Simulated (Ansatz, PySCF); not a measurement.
System: C3H2O, charge 0, multiplicity 1. SMILES: C#CC=O
Geometry from a B3LYP-D3(BJ)/def2-TZVP (Ansatz, an electronic-structure program) optimisation:
```xyz
6

C      1.4938     0.9359     0.6166
C      0.5445     0.2574     0.3296
C     -0.5874    -0.5911     0.0366
O     -1.2822    -0.4730    -0.9426
H      2.3310     1.5474     0.8534
H     -0.7781    -1.3760     0.7906
```
Charge 0, spin multiplicity 1.

Property: vertical electron affinity (to the doublet state of charge -1; a negative value means that the extra electron is unbound and the number depends on the basis; each state is the SCF solution reached for its spin; for the singlet the Hartree-Fock reference is unstable and T1 is 0.016), in eV. Valence correlation only, unless marked. UHF or UKS for open shells. Spin-orbit coupling is left out. Non-relativistic. Anions need diffuse functions: aug- sets have them; def2-D sets add few. 

| level | program | vertical electron affinity (eV) |
|---|---|---|
| RI-HF/aug-cc-pVQZ | Ansatz | -0.55 |
| PBE/def2-TZVPD | Ansatz | 0.10 |
| PBE0/def2-TZVPD | Ansatz | 0.11 |
| M06-2X/def2-TZVPD | PySCF | 0.02 |
| wB97X/def2-TZVPD | Ansatz | 0.00 |
| B2PLYP/def2-TZVPD | Ansatz | -0.13 |
